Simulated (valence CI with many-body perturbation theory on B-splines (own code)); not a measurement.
Results of a calculation; reference values are marked as such.
## Energy levels of Sc XVII

Method: valence CI with perturbative core correlation (CI+MBPT): three valence electrons over a frozen Dirac-Fock core [He], a basis of 9 s, 9 p, 8 d, 6 f, 3 g, 1 h functions for each j, with the one-electron correlation potential Σ1 (screened to all orders), the two-electron term Σ2, the three-electron term Σ3, Breit, model QED; selected single and double excitations, second order for the rest, scaled by the run's own slope (own B-spline code, finite nucleus).

No measured spectrum was set against this ion. As an estimate, levels of excited configurations hold to 0.05 to 0.15 % of their energy, terms of the ground configuration to about 0.5 %.

Levels 1 to 45 of 56, with energies above the lowest level, 2s2 2p 2P°_1/2. "Leading %" is the weight of the configuration and term that name the level; weights of strongly mixed levels are sums over their largest components and can fall short.

```tsv
No.	Configuration	Term	J	E (eV)	Leading %	g	Second component
1	2s2 2p	2P°	1/2	0.00	97	0.663	
2	2s2 2p	2P°	3/2	5.66	97	1.332	
3	2s 2p2	4P	1/2	35.72	99	2.659	
4	2s 2p2	4P	3/2	38.02	100	1.731	
5	2s 2p2	4P	5/2	40.82	99	1.593	
6	2s 2p2	2D	3/2	64.08	98	0.806	
7	2s 2p2	2D	5/2	64.57	98	1.203	
8	2s 2p2	2S	1/2	78.46	59	1.472	40 % 2s 2p2 2P
9	2s 2p2	2P	1/2	84.64	60	1.200	40 % 2s 2p2 2S
10	2s 2p2	2P	3/2	86.21	98	1.325	
11	2p3	4S°	3/2	111.21	98	1.986	
12	2p3	2D°	3/2	125.01	93	0.837	6 % 2p3 2P°
13	2p3	2D°	5/2	125.89	100	1.198	
14	2p3	2P°	1/2	140.04	97	0.663	
15	2p3	2P°	3/2	141.71	89	1.306	7 % 2p3 2D°
16	2s2 3s	2S	1/2	612.66	94	2.001	4 % 2p2 3s 2S
17	2s2 3p	2P°	1/2	629.70	91	0.665	4 % 2p2 3p 2P°
18	2s2 3p	2P°	3/2	631.28	91	1.333	4 % 2p2 3p 2P°
19	2s2 3d	2D	3/2	647.06	94	0.799	4 % 2p2 3d 2D
20	2s 2p 3s	4P°	1/2	647.23	98	2.647	
21	2s2 3d	2D	5/2	647.51	94	1.200	4 % 2p2 3d 2D
22	2s 2p 3s	4P°	3/2	648.88	96	1.721	
23	2s 2p 3s	4P°	5/2	652.58	98	1.599	
24	2s 2p 3s	2P°	1/2	656.05	95	0.679	
25	2s 2p 3s	2P°	3/2	660.00	93	1.340	
26	2s 2p 3p	4D	1/2	662.36	73	0.183	24 % 2s 2p 3p 2P
27	2s 2p 3p	4D	3/2	663.81	76	1.233	19 % 2s 2p 3p 2P
28	2s 2p 3p	2P	1/2	665.99	68	0.533	26 % 2s 2p 3p 4D
29	2s 2p 3p	2P	3/2	666.19	53	1.411	19 % 2s 2p 3p 4D
30	2s 2p 3p	4D	5/2	666.37	96	1.375	
31	2s 2p 3p	4D	7/2	669.67	99	1.428	
32	2s 2p 3p	4S	3/2	669.93	59	1.764	17 % 2s 2p 3p 4P
33	2s 2p 3p	4P	1/2	670.33	96	2.629	
34	2s 2p 3p	4P	3/2	672.74	60	1.539	22 % 2s 2p 3p 2D
35	2s 2p 3p	2D	3/2	673.50	65	1.110	16 % 2s 2p 3p 4P
36	2s 2p 3p	4P	5/2	673.77	84	1.544	12 % 2s 2p 3p 2D
37	2s 2p 3p	2D	5/2	676.82	86	1.247	12 % 2s 2p 3p 4P
38	2s 2p 3d	4F°	3/2	677.62	94	0.432	
39	2s 2p 3d	4F°	5/2	678.64	92	1.050	6 % 2s 2p 3d 4D°
40	2s 2p 3d	4F°	7/2	680.24	90	1.253	9 % 2s 2p 3d 4D°
41	2s 2p 3p	2S	1/2	680.62	94	1.973	
42	2s 2p 3d	4P°	5/2	682.68	40	1.415	33 % 2s 2p 3d 4D°
43	2s 2p 3s	2P°	1/2	682.86	87	0.623	7 % 2s 2p 3d 4D°
44	2s 2p 3s	2P°	3/2	682.98	60	1.285	19 % 2s 2p 3d 4D°
45	2s 2p 3d	4F°	9/2	683.06	100	1.332
```

Names give the largest LS component (configuration and term), which can be under half, so a name can repeat, a term be missing and a line seem to break the LS rules; names also repeat where a configuration has a term twice.

The ionisation energy to 2s2 1S_0 of the next ion comes out as 1093.5 eV (NIST: 1093.5 ± 0.4 eV (semi-empirical)). All 56 levels together are meant to be complete up to 696.47 eV.
